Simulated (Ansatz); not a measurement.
(CdO)6 ring (Cd₆O₆), relaxed as a singlet with RKS r2SCAN-D4/def2-SVP in Ansatz, starting from the GFN2-xTB geometry. Force threshold 0.03 eV/Å.

In the def2 sets Cd takes a core potential; there is no spin–orbit coupling.

Start:

```xyz
12

Cd   -0.661    1.592   -3.042
O     1.266    1.481   -3.409
Cd    2.606    0.660   -2.228
O     3.814   -0.187   -0.930
Cd    3.263   -0.914    0.811
O     2.540   -1.608    2.501
Cd    0.650   -1.583    3.038
O    -1.276   -1.500    3.424
Cd   -2.609   -0.688    2.231
O    -3.796    0.160    0.913
Cd   -3.249    0.940   -0.806
O    -2.550    1.649   -2.502
```

(1) Estimate the energy that the relaxation releases and the steps that it takes.

(2) Does the start keep its bonding and symmetry?

(3) Predict the relaxed structure.

Answers

(1) 6.9 kcal/mol, in 4 steps; 13 s on 2 threads of AMD EPYC 7R13 on a shared host and a share (18 GiB) of an NVIDIA H100 80GB HBM3. No frequencies were taken in this run, so the end may be a saddle point.

(2) By distances, no bond broke or formed. The bond that changes most is O10–Cd11, from 1.97 to 1.96 Å (atoms count from 1). Point group D6h at the start, D6h at the end, both within 0.05 Å.

(3) 
```tsv
atom	x (Å)	y (Å)	z (Å)
Cd1	-0.628	1.529	-2.895
O2	1.266	1.476	-3.411
Cd3	2.489	0.633	-2.126
O4	3.810	-0.185	-0.925
Cd5	3.119	-0.883	0.776
O6	2.552	-1.615	2.508
Cd7	0.630	-1.519	2.900
O8	-1.267	-1.483	3.408
Cd9	-2.491	-0.646	2.120
O10	-3.814	0.163	0.915
Cd11	-3.118	0.885	-0.774
O12	-2.547	1.643	-2.494
```
Bond lengths (bridged metal pairs left out): 12 × Cd–O 1.96 Å.
